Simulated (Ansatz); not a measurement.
Geometry optimisation, Ansatz 0.2.0, RKS PBE0/def2-SVP.

Input:

```yaml
crystal:
  periodic: [false, false, false]
  atoms:
    - { symbol: Sn, position_ang: [-1.82927, -0.543869, 0.341111] }
    - { symbol: Cl, position_ang: [1.58081, -2.001333, 0.466018] }
    - { symbol: H, position_ang: [-1.567026, -1.338125, -1.147235] }
    - { symbol: H, position_ang: [-1.852422, -1.640127, 1.656524] }
    - { symbol: H, position_ang: [-3.286229, 0.364812, 0.293185] }
    - { symbol: H, position_ang: [1.138114, 1.047911, -1.207958] }
    - { symbol: "N", position_ang: [-0.320102, 0.883367, 0.576303] }
    - { symbol: H, position_ang: [1.849206, -1.137195, -0.487304] }
    - { symbol: O, position_ang: [1.98285, 0.809281, -1.623272] }
    - { symbol: H, position_ang: [-0.699961, 1.738564, 0.982139] }
    - { symbol: H, position_ang: [0.381408, 0.530958, 1.22891] }
    - { symbol: H, position_ang: [2.622421, 1.285757, -1.078322] }
basis:
  gaussian: { orbitals: def2-SVP }
hamiltonian:
  xc: pbe0
relax:
  f_tol: 0.03
  max_steps: 50
```

Launched with:

```bash
$ ansatz run input.yaml --threads 2 --pin off --max-ram 3072MiB --backend cpu --events-out ev --progress --plain --runs-dir out
```

Problem. Where does it end, and by what steps?

Solution. It converged. After 9 steps the energy has fallen by 0.368 eV; H6 moved furthest, 0.60 Å.

| step | energy less start (eV) | largest force component (eV/Å) | accepted |
| --- | --- | --- | --- |
| 0 | 0.0000 | 0.356 | yes |
| 1 | -0.1331 | 0.743 | yes |
| 2 | -0.2603 | 0.480 | yes |
| 3 | -0.3291 | 0.561 | yes |
| 4 | -0.3538 | 0.227 | yes |
| 5 | -0.3562 | 0.142 | yes |
| 6 | -0.3652 | 0.113 | yes |
| 7 | -0.3668 | 0.038 | yes |
| 8 | -0.3674 | 0.032 | yes |
| 9 | -0.3677 | 0.018 | yes |

```xyz
12
Properties=species:S:1:pos:R:3
Sn -1.669 -0.531 0.243
Cl 1.635 -1.808 0.353
H -1.360 -1.272 -1.258
H -1.724 -1.612 1.562
H -3.111 0.403 0.167
H 0.890 0.841 -0.707
N -0.184 0.911 0.568
H 1.714 -0.768 -0.572
O 1.587 0.470 -1.346
H -0.589 1.793 0.882
H 0.428 0.575 1.314
H 2.382 0.997 -1.204
```

The run took 23 s on 2 threads of Intel(R) Xeon(R) 6975P-C (Granite Rapids) (shared host), peak memory 0.29 GiB.
